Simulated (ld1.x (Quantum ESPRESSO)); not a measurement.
Varying the TM potential for titanium

Base potential:

```json
{
  "Element": "Ti (Z = 22)",
  "Generator": "ld1.x (Quantum ESPRESSO) 7.5",
  "Type": "norm-conserving Troullier–Martins (Kleinman–Bylander form)",
  "Functional": "PW91",
  "Relativity": "fully relativistic",
  "Frozen core": "[Ne]",
  "Valence charge": "12",
  "Reference configuration": "3s2 3p6 3d2 4s2 4p0",
  "Partial waves": "3s (bound): rc 1.10 bohr; 3d (bound): rc 2.20 bohr; 3p (bound): rc 1.05 bohr",
  "Local potential": "the p channel",
  "Core correction": "Bessel-smoothed model core inside 0.75 bohr"
}
```

Open shells are filled in proportion to 2j + 1 (rel_dist='average').

Occupied shells without a wave of their own: 4s. They enter only through the test configuration that unscreens the potential, and ld1.x also counts them in the model core charge.

Cutoffs, loose and tight: the cutoffs (Ry, on a coarse ladder) from which the occupation-weighted sum of valence levels, in a spherical-Bessel basis at the reference potential, stays within 10 and 1 mRy of its value at 400 Ry. They do not see the model core or the augmentation charge, which bear on the density cutoff. Test errors are all-electron minus pseudo excitation energies from the reference, over the configurations 3s2 3p6 3d2 4s1 4p0; 3s2 3p6 3d2 4s0 4p0; 3s2 3p6 3d1 4s0 4p0; 3s2 3p6 3d3 4s0 4p0; 3s2 3p6 3d2 4s1.5 4p0; 3s1 3p6 3d2 4s2 4p0; 3s2 3p6 3d2 4s0 4p1. A dash means not determined; rows that change the core or the reference have their own tests.

With those shells counted twice in exchange and correlation these files are broken, and their errors move erratically; no question is asked of them.

Cutoffs are not given where the Bessel-basis levels miss the radial ones by over 6 mRy, ghosts where they miss by over 20 mRy; a channel whose overlap is not positive is not tested.

```tsv
change	outcome	cutoff, loose	cutoff, tight	bound ghosts	largest test error (meV)
base	generated, misses its reference levels by 0.44 eV	–	–	not determined	-1138
wave 3d (bound): rc 2.20 bohr becomes 3d (bound): rc 2.34 bohr	generated, misses its reference levels by 0.44 eV	–	–	not determined	-1100
scalar-relativistic	generated	110 Ry	200 Ry	none	-1140
local potential the s channel	generated	–	–	not determined	-1188
wave 3s (bound): rc 1.10 bohr becomes 3s (bound): rc 1.58 bohr	generated, misses its reference levels by 0.44 eV	–	–	not determined	-2163
functional LDA (PZ)	generated, misses its reference levels by 0.44 eV	–	–	not determined	-1254
core correction Bessel-smoothed model core inside 0.80 bohr	generated, misses its reference levels by 0.44 eV	–	–	not determined	-1139
type ultrasoft; waves now 3s (bound): rc 1.10 bohr; 4s (bound): rc 1.10 bohr; 3p (bound): rc 1.05 bohr; 4p (bound): rc 1.05 bohr; 3d (bound): rcut 1.90, rcutus 2.20 bohr; 3d channel at 0.2 Ry: rcut 1.90, rcutus 2.20 bohr; local potential all-electron potential smoothed inside 1.25 bohr (lloc = -1); augmentation built from norm-conserving waves at rcut, not smoothed further	generated	–	–	not determined	+113
```
